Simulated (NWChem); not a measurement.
Species: BSi₂H₇O; SMILES B(O)([SiH3])[SiH3]

```xyz
11

B     -0.4935    -0.0109     0.0005
O     -1.8548    -0.0682     0.0002
H     -2.2778     0.8132    -0.0034
Si     0.5259     1.7650     0.0000
H      1.4399     1.8665    -1.1953
H      1.3862     1.8917     1.2324
H     -0.4132     2.9528    -0.0320
Si     0.5230    -1.7810     0.0002
H      1.4634    -1.8321     1.1807
H      1.3860    -1.8689    -1.2362
H     -0.3631    -2.9995     0.0463
```
Atoms are numbered in this order, from 1.

Program: NWChem. Pople sets run with spherical d functions. The geometry was optimised at PBE-D3(BJ)/def2-SVP.

Problem. Among these, which level gives the highest value of “highest occupied level (eV)”?
(A) TPSS/6-311G**
(B) TPSS/6-31+G*
(C) TPSS/STO-3G
(D) TPSS/6-311++G**

Solution. C, TPSS/STO-3G. Values: TPSS/6-31+G* -6.36; TPSS/6-311++G** -6.35; TPSS/6-311G** -6.29; TPSS/STO-3G -3.72
